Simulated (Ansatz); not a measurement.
Reaction (ligand exchange at a B–C bond): `CBC=[Se]` + `O[SiH](O)F` → `CBO[SiH](O)F` + `C=[Se]`

Program: Ansatz. Geometries: PBE0-D4/def2-TZVP. ΔE: electronic, gas phase. CCSD(T)/CBS is the MP2 limit (def2-TZVPP, def2-QZVPP) plus CCSD(T) − MP2 in def2-TZVPP, frozen cores. This one scheme is used for every species. Functionals use def2-TZVPP. For Se outer-core shells are correlated without core-valence functions, which leaves a few kJ/mol of doubt a bond. Scalar relativity is left out up to krypton. One conformer a species, not always the lowest.

**Question.** Is it downhill or uphill in electronic energy at CCSD(T)/CBS, and by how much? (Best estimate.)

**Answer.** Computed: Downhill: ΔE = -107.8 kJ/mol.

**Question.** What do these levels give: PBE-D4, r2SCAN-D4, r2SCAN, HF/def2-TZVPP, HF/CBS(def2), CCSD/CBS(def2)? (Estimate.)

**Answer.** Computed: PBE-D4 -89.0, r2SCAN-D4 -96.4, r2SCAN -96.4, HF/def2-TZVPP -135.3, HF/CBS(def2) -136.9, CCSD/CBS(def2) -112.8 kJ/mol.

Largest T1 diagnostic among the species: 0.018.

From PBE to PBE0 (25 % exact exchange), in def2-TZVPP and without D4, ΔE moves by −8.5 kJ/mol. In def2-TZVPP, CCSD(T) changes the Hartree–Fock value by +24.4 kJ/mol (the triples alone add +5.0 kJ/mol) and MP2 by +29.6 kJ/mol.
